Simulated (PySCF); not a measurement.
## Spinor energies of Cu(19+) (copper, charge +19)

Start: [Ne]. Calculated with PySCF 2.14 in an uncontracted even-tempered set (18 s from 4.6 bohr⁻², ratio 2.4; 12 p from 6 bohr⁻², ratio 2.4; 5 d from 28 bohr⁻², ratio 2.6; 5 f from 42 bohr⁻², ratio 2.6): generalised Hartree-Fock with the X2C-1e Hamiltonian and a Gaussian nucleus; one run each with spin-orbit coupling (SO) switched off, then screened by Boettger's factors.

| spinor shell | electrons | ε, spin-free (eV) | ε, screened SO (eV) | weight of nominal j (screened SO) | rms radius, screened SO (bohr) |
| --- | --- | --- | --- | --- | --- |
| 1s1/2 | 2 | -9808.7 | -9808.5 | 1.000 | 0.0601 |
| 2s1/2 | 2 | -1851.4 | -1851.4 | 1.000 | 0.249 |
| 2p1/2 | 2 | -1698.6 | -1713.2 | 1.000 | 0.221 |
| 2p3/2 | 4 | -1698.6 | -1691.5 | 1.000 | 0.224 |

```json
{"quantity": "E (hartree)", "spin-free": "-1456.94853", "screened SO": "-1456.98674"}
{"quantity": "M_J", "spin-free": "0", "screened SO": "0"}
{"quantity": "⟨J²⟩", "spin-free": "0.000", "screened SO": "0.000"}
{"quantity": "⟨L²⟩", "spin-free": "0.000", "screened SO": "0.001"}
{"quantity": "⟨S²⟩", "spin-free": "0.000", "screened SO": "0.001"}
```

Without spin-orbit coupling the j labels of p, d and f shells carry no meaning; the spin-free column gives the mean over the occupied spinors of each nl shell.
